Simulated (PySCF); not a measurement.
Al(All)(H)2 (C3H7Al), SMILES C=C[CH2][AlH2].

The structure is a stationary point at B3LYP-D3(BJ)/def2-SVP. The structure was generated by enumeration; whether it is a known compound was not checked. One conformer was computed; it need not be the lowest.

Level of theory: PBE/def2-TZVP (PySCF).

```
Item                                                                                                           Result
---------------------------------------------------------------------------------------------  ----------------------
total energy                                                                                       -360.66409 hartree
highest occupied level                                                                                       -5.89 eV
lowest empty level                                                                                           -1.59 eV
orbital gap                                                                                                   4.30 eV
dipole moment                                                                                                  1.30 D
quadrupole, principal values (traceless, Buckingham form, about the centre of nuclear charge)   -4.94, 0.04, 4.90 D·Å
mean static polarisability                                                                      68.2 bohr³ (10.11 Å³)
polarisability, principal values                                                               59.2, 67.9, 77.6 bohr³
```
